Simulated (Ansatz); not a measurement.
Isolated molecules relaxed with PBE0-D4/def2-TZVP in Ansatz; ΔE leaves out vibrations. CCSD(T)/CBS is the MP2 limit (def2-TZVPP, def2-QZVPP) plus CCSD(T) − MP2 in def2-TZVPP, frozen cores. Functionals use def2-TZVPP. B3LYP here is the variant with VWN-RPA as its local correlation; programs differ in this. For Ge outer-core shells are correlated without core-valence functions, which leaves a few kJ/mol of doubt a bond. Scalar relativity is left out up to krypton. Each species was taken in one conformer, which may not be the lowest.

`O[SiH](F)[S][GeH3]` + `[CH3][Al]([SH])[Cl]` → `[CH3][Al]([Cl])[SiH](O)F` + `S[S][GeH3]`  (redistribution)

```json
{"level": "PBE-D4", "ΔE (eV)": "2.34"}
{"level": "B3LYP", "ΔE (eV)": "2.42"}
{"level": "HF/def2-TZVPP", "ΔE (eV)": "2.69"}
{"level": "HF/CBS(def2)", "ΔE (eV)": "2.68"}
```

(1) What does CCSD(T)/CBS give? (Estimate.)

Largest T1 diagnostic among the species: 0.012.

Results:

(1) The calculation gave: +2.62 eV. The listed levels differ from it by -0.28, -0.20, 0.07, 0.06 eV.

The D4 term adds +0.06 eV with B3LYP and +0.03 eV with PBE0; it sums over pairs of atoms, weighted by their polarisabilities, and B3LYP, whose exchange is more repulsive, gets the larger term. From PBE to PBE0 (25 % exact exchange), in def2-TZVPP and without D4, ΔE moves by +0.16 eV.
